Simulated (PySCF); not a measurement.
**Two-component Hartree-Fock for W⁴⁶⁺ (tungsten, charge +46)**

Start: [Ar] 3d10. Calculated with PySCF 2.14 in an uncontracted even-tempered set (16 s from 11 bohr⁻², ratio 2.8; 13 p from 15 bohr⁻², ratio 2.8; 8 d from 15 bohr⁻², ratio 2.8; 3 f from 56 bohr⁻², ratio 3): generalised Hartree-Fock with the X2C-1e Hamiltonian and a Gaussian nucleus; one run each with spin-orbit coupling (SO) switched off, then screened by Boettger's factors.

```tsv
spinor shell	electrons	ε, spin-free (eV)	ε, screened SO (eV)	weight of nominal j (screened SO)	rms radius, screened SO (bohr)
1s1/2	2	-72271.5	-72251.7	1.000	0.0208
2s1/2	2	-14519.3	-14513.5	1.000	0.0837
2p1/2	2	-12999.3	-13971.7	1.000	0.0711
3s1/2	2	-5058.8	-5057.3	1.000	0.210
3p1/2	2	-4596.6	-4820.3	1.000	0.202
3p3/2	4	-4596.6	-4505.0	1.000	0.216
3d3/2	4	-4084.6	-4125.3	1.000	0.189
3d5/2	6	-4084.6	-4056.9	1.000	0.192
```

Problem. Where does 2p3/2 lie, and what is the 2p spin-orbit splitting (screened SO)?

Solution. At -12606.7 eV, 1365.0 eV above 2p1/2.

```json
{"quantity": "E (hartree)", "spin-free": "-14646.80621", "screened SO": "-14665.12595"}
{"quantity": "M_J", "spin-free": "0", "screened SO": "0"}
{"quantity": "⟨J²⟩", "spin-free": "0.000", "screened SO": "0.000"}
{"quantity": "⟨L²⟩", "spin-free": "0.000", "screened SO": "0.061"}
{"quantity": "⟨S²⟩", "spin-free": "0.000", "screened SO": "0.061"}
```

Breit and QED terms are absent; they matter most for the inner s and p1/2 levels.

Densities and radii are taken from the X2C orbitals without a picture-change correction, which distorts them close to the nucleus.

Without spin-orbit coupling the j labels of p, d and f shells carry no meaning; the spin-free column gives the mean over the occupied spinors of each nl shell.
